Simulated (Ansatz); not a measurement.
Si₅O₄. Charge 0, multiplicity 1. Geometry PBE-D4/def2-SVP, basis def2-TZVP, Ansatz.

| atom | x (Å) | y (Å) | z (Å) |
| --- | --- | --- | --- |
| Si1 | -2.013 | 0.410 | -0.338 |
| Si2 | -0.451 | 0.641 | 1.703 |
| Si3 | 2.464 | 0.611 | 0.087 |
| Si4 | 0.499 | -0.068 | -2.507 |
| Si5 | -1.088 | -1.647 | 2.231 |
| O6 | -1.436 | -1.002 | 0.690 |
| O7 | 1.155 | 0.528 | 1.157 |
| O8 | 1.761 | 0.294 | -1.423 |
| O9 | -0.890 | 0.234 | -1.602 |

```tsv
run	HOMO (eV)	LUMO (eV)
A	-5.10	-3.71
B	-5.74	-2.94
C	-4.93	-3.74
D	-5.39	-3.40
```

Another isomer (singlet) lies 0.38 eV lower at PBE0-D4/def2-TZVP; other spin states weren't run for this one.

Q: The runs used PBE, PBE0, r2SCAN, r2SCANh. Estimate which is which.

A: A r2SCAN (0 % exact exchange); B PBE0 (25 % exact exchange); C PBE (0 % exact exchange); D r2SCANh (10 % exact exchange). Exact exchange lowers occupied and raises empty levels; among semilocal functionals meta-GGAs tend to open the gap a little, and such runs are hard to tell apart. The gap grows from 1.19 eV (PBE) to 2.79 eV (PBE0). The restricted singlet is unstable towards broken spin symmetry in Hartree–Fock (as tested in another run); at r2SCAN-D4/def2-TZVP, PBE0-D4/def2-TZVP, PBE-D4/def2-TZVP, r2SCANh-D4/def2-TZVP this wasn't settled.
